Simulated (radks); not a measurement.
The caesium ion Cs3+, 52 electrons, occupied as [Kr] 4d10 5s2 5p4. All-electron calculation, non-relativistic Kohn-Sham, r2SCAN, spin-unpolarised, spherical densities, point nucleus; meta-GGA in the generalised Kohn-Sham scheme; relativity is left out, which matters for an element this heavy. Program: a radial shooting solver on a logarithmic mesh with Libxc functionals.

Local quantities along the radius. ELF = 1/(1 + alpha^2) is the electron localisation function; alpha = (tau - tau_W)/tau_unif compares the Pauli kinetic energy density with that of the uniform gas; s = |grad rho|/(2 (3 pi^2)^(1/3) rho^(4/3)) is the reduced gradient; 4 pi r^2 rho is in e/bohr; -r V(r) is the screened charge that the Kohn-Sham potential presents (atomic units).

r (bohr)	ELF	alpha	s	4 pi r^2 rho	-r V(r)
0.001062	1.000	0.02047	0.3771	1.484	54.75
0.001439	1.000	0.02164	0.3823	2.615	54.64
0.001935	0.999	0.02329	0.3893	4.476	54.51
0.002623	0.999	0.02578	0.3990	7.622	54.32
0.003555	0.999	0.02961	0.4125	12.64	54.07
0.004779	0.999	0.03553	0.4308	19.97	53.73
0.006477	0.998	0.04579	0.4571	30.46	53.27
0.008778	0.996	0.06457	0.4940	43.53	52.66
0.0118	0.990	0.1012	0.5442	56.76	51.87
0.01599	0.967	0.1858	0.6127	66.86	50.84
0.02168	0.863	0.3986	0.6874	69.25	49.51
0.02914	0.561	0.8839	0.7021	64.59	47.75
0.0395	0.322	1.452	0.5248	61.60	45.62
0.05353	0.440	1.127	0.2982	71.37	43.09
0.07197	0.695	0.6629	0.3074	87.93	40.22
0.09754	0.704	0.6479	0.4434	89.13	36.66
0.1322	0.411	1.197	0.4750	72.26	32.57
0.1777	0.406	1.210	0.2486	69.85	28.41
0.2409	0.719	0.6248	0.3038	78.17	24.19
0.3264	0.666	0.7079	0.5980	55.10	19.86
0.4389	0.191	2.059	0.5436	27.99	15.78
0.5948	0.609	0.8014	0.1854	30.27	12.40
0.8061	0.759	0.5630	0.4941	26.79	9.252
1.093	0.377	1.284	0.8088	12.10	6.719
1.469	0.320	1.457	0.5925	6.177	5.402
1.991	0.765	0.5549	0.8001	3.967	4.540
2.698	0.673	0.6976	1.772	1.313	3.979
3.627	0.149	2.391	4.817	0.1673	2.883
4.916	0.002	20.00	19.03	0.005784	3.105

On this mesh the ELF has minima near r = 0.039, 0.15, 0.44, 1.3 bohr, which separate the shells, and maxima near 0.084 (0.74), 0.28 (0.76), 0.69 (0.77), 2.3 (0.78).
